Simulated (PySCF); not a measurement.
C₆H₇O, charge +1, singlet, at a GFN2-xTB geometry, atoms displaced at random by about 0.08 Å a coordinate; DF-HF/STO-3G, gradient (PySCF).

Here is a job for PySCF.
```python
from pyscf import gto, scf

mol = gto.M(
    atom='''
O     2.302670   -0.186518    0.354598
C     0.801608   -0.189035    0.221468
C     0.252971    1.063969   -0.136119
C    -1.105434    1.362412   -0.118307
C    -1.827852    0.261070   -0.205080
C    -1.327963   -1.009140    0.053284
C     0.082949   -1.222645    0.117386
H     2.667719   -0.990606    0.088138
H     2.617222    0.561236   -0.155499
H     1.045677    1.998867   -0.068490
H    -1.666962    2.264149   -0.220216
H    -3.192482    0.322606   -0.380736
H    -1.943975   -1.900509    0.084132
H     0.500142   -2.156713    0.375405
''',
    basis='sto-3g',
    charge=1,
    spin=0,
    verbose=3,
)

mf = scf.RHF(mol)
mf = mf.density_fit(auxbasis='def2-universal-jkfit')
mf.kernel()
g = mf.nuc_grad_method()
grad = g.kernel()
```

Task: Predict the main parts of the log of this PySCF run.

Result: 
```
converged SCF energy = -301.975157391714
--------------- DFRHF gradients ---------------
         x                y                z
0 O     0.0996319918    -0.0520831236    -0.0415026911
1 C    -0.0768605610    -0.1691775337     0.0420456104
2 C    -0.0921350943    -0.1357360131    -0.0599228883
3 C    -0.0688526284    -0.0186365087     0.0297240924
4 C     0.2241005369     0.1088703674    -0.0088403791
5 C    -0.0249429020     0.0133599157     0.0322941877
6 C     0.1109639334     0.1239028521    -0.0393888912
7 H    -0.0489207994     0.0855208391     0.0293885625
8 H    -0.0281713771    -0.0282691496     0.0192822478
9 H     0.0583228526     0.0662160672     0.0103567136
10 H    -0.0175076306    -0.0292446482     0.0027168907
11 H    -0.1392219101     0.0033971581    -0.0203528094
12 H     0.0049453298    -0.0036031615     0.0019609504
13 H    -0.0013517416     0.0354829386     0.0022384038
----------------------------------------------
```
